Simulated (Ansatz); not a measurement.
One geometry of C$_{2}$H$_{6}$AlFOSi (`CO[SiH]1[CH2][Al]1[F]`), several functionals.

```yaml
crystal:
  periodic: [false, false, false]
  atoms:
    - {symbol: C, position_ang: [0.371020, -1.845190, 1.559594]}
    - {symbol: O, position_ang: [-0.324620, -0.794748, 0.928229]}
    - {symbol: Si, position_ang: [0.270603, 0.133963, -0.284103]}
    - {symbol: C, position_ang: [-0.945182, 1.061487, -1.392324]}
    - {symbol: Al, position_ang: [0.363211, 2.393164, -0.820500]}
    - {symbol: F, position_ang: [0.628727, 4.002650, -1.050469]}
    - {symbol: H, position_ang: [-0.360059, -2.551406, 1.957222]}
    - {symbol: H, position_ang: [1.026367, -2.376133, 0.859645]}
    - {symbol: H, position_ang: [0.977323, -1.466103, 2.388012]}
    - {symbol: H, position_ang: [1.222565, -0.691571, -1.088144]}
    - {symbol: H, position_ang: [-1.753237, 1.452203, -0.741019]}
    - {symbol: H, position_ang: [-1.399718, 0.626584, -2.282143]}
basis:
  gaussian: {orbitals: def2-TZVPP}
hamiltonian: {xc: {name: B3LYP}, dispersion: d4}
output: {forces: true, orbitals: {seedname: orbitals}}
```

```sh
$ ansatz run in.yaml --threads 4 --pin off --events-out ev --progress --plain --max-ram 10444MiB
```

It prints (some lines left out):

```
Functional definition: B3LYP
1605 factors; their error is unknown
mean field evaluation 1: about -21400.3818 eV, gradient 9.0e1 eV
mean field evaluation 2: about -21365.1603 eV, gradient 1.5e2 eV
mean field evaluation 4: about -21416.2479 eV, gradient 1.5e1 eV
mean field evaluation 8: about -21416.6196 eV, gradient 2.1e-1 eV
mean field evaluation 16: about -21416.6381 eV, gradient 6.2e-4 eV
mean field -21416.63806787 eV, -787.0469322756 hartree, gradient 3.3e-5 eV, S^2 0.000000; 0 other end points of the search recorded, 0 dependent functions left out
reference -21416.63839059 eV, -787.0469441354 hartree; 31, 31 occupied and 261, 261 virtual orbitals, 1605 factors
Total energy: -21417.04661724 eV, -787.0619461880 hartree
Atom 0 at     0.371020    -1.845190     1.559594 Å, force     0.138178    -0.303456     0.206565 eV/Å
Atom 1 at    -0.324620    -0.794748     0.928229 Å, force    -0.144534     0.150363    -0.071492 eV/Å
Atom 2 at     0.270603     0.133963    -0.284103 Å, force     0.138067    -0.031332    -0.112432 eV/Å
Atom 3 at    -0.945182     1.061487    -1.392324 Å, force    -0.162939     0.037064    -0.023546 eV/Å
Atom 4 at     0.363211     2.393164    -0.820500 Å, force     0.023342    -0.062549     0.008292 eV/Å
Atom 5 at     0.628727     4.002650    -1.050469 Å, force     0.025082     0.167205    -0.023473 eV/Å
Atom 6 at    -0.360059    -2.551406     1.957222 Å, force     0.048326     0.028992    -0.013278 eV/Å
Atom 7 at     1.026367    -2.376133     0.859645 Å, force    -0.034354     0.021374     0.043954 eV/Å
Atom 8 at     0.977323    -1.466103     2.388012 Å, force    -0.026562    -0.026686    -0.037315 eV/Å
Atom 9 at     1.222565    -0.691571    -1.088144 Å, force    -0.053170     0.034800     0.044349 eV/Å
Atom 10 at    -1.753237     1.452203    -0.741019 Å, force     0.019670    -0.042062    -0.069579 eV/Å
Atom 11 at    -1.399718     0.626584    -2.282143 Å, force     0.028894     0.026289     0.047955 eV/Å
Dipole moment:     0.045242    -0.382004     0.092415 e Å
```

It took 8.5 s on 4 threads of an Arm Neoverse V1 on a shared host, with 0.95 GiB of host memory at the peak.

With the line `hamiltonian: {xc: {name: B97M-V}}` and no forces (abridged; 16 s):

```
Functional definition: B97M-V
mean field evaluation 16: about -21410.2913 eV, gradient 8.9e-4 eV
mean field -21410.29131299 eV, -786.8136933357 hartree, gradient 2.9e-5 eV, S^2 0.000000
Total energy: -21410.29138955 eV, -786.8136961491 hartree
```

With the line `hamiltonian: {xc: {name: wB97X-V}}` and no forces (abridged; 14 s):

```
Functional definition: wB97X-V
mean field evaluation 16: about -21410.7235 eV, gradient 4.2e-4 eV
mean field -21410.72351366 eV, -786.8295764172 hartree, gradient 7.7e-5 eV, S^2 0.000000
Total energy: -21410.72351109 eV, -786.8295763229 hartree
```

Changing it to `hamiltonian: {xc: {name: wB97M-V}}` (abridged; 20 s):

```
Functional definition: wB97M-V
mean field evaluation 16: about -21411.9504 eV, gradient 4.9e-4 eV
mean field -21411.95041067 eV, -786.8746640508 hartree, gradient 7.4e-5 eV, S^2 0.000000
Total energy: -21411.95047293 eV, -786.8746663389 hartree
Atom 0 force     0.146222    -0.252290     0.166250 eV/Å
Atom 1 force    -0.122918     0.139199    -0.068423 eV/Å
Atom 2 force     0.076352     0.051981    -0.162860 eV/Å
Atom 3 force    -0.042546    -0.019478    -0.026658 eV/Å
Atom 4 force    -0.052702    -0.164817     0.022088 eV/Å
Atom 5 force     0.021481     0.097345    -0.011376 eV/Å
Atom 6 force     0.076124     0.058349    -0.033094 eV/Å
Atom 7 force    -0.057252     0.046139     0.054583 eV/Å
Atom 8 force    -0.053058    -0.034784    -0.074483 eV/Å
Atom 9 force    -0.102082     0.068504     0.084220 eV/Å
Atom 10 force     0.064326    -0.022483    -0.026058 eV/Å
Atom 11 force     0.046052     0.032334     0.075811 eV/Å
Dipole moment:     0.054460    -0.359319     0.091124 e Å
```

The same input with `hamiltonian: {xc: {name: B2PLYP}}` and no forces (abridged; 11 s):

```
Functional definition: B2PLYP
mean field evaluation 16: about -21395.0995 eV, gradient 4.6e-4 eV
mean field -21395.09953762 eV, -786.2554058883 hartree, gradient 2.9e-6 eV, S^2 0.000000
14 core orbitals not correlated: weight in the atoms' cores, before any rotation towards them, 1.000 or more for the frozen orbitals, at most 0.000 for the correlated occupied ones
second order -33.64587551 eV of doubles, -0.00000000 eV of singles
Total energy: -21404.18412608 eV, -786.5892583565 hartree
```

With the line `hamiltonian: {xc: {name: revPBE}, dispersion: d4}` and no forces (abridged; 3.7 s):

```
Functional definition: revPBE
mean field evaluation 16: about -21409.9241 eV, gradient 1.3e-3 eV
mean field -21409.92407766 eV, -786.8001976864 hartree, gradient 5.8e-5 eV, S^2 0.000000
Total energy: -21410.65445954 eV, -786.8270387251 hartree
```

B3LYP takes the VWN-RPA correlation (the form of Gaussian; ORCA's B3LYP/G).
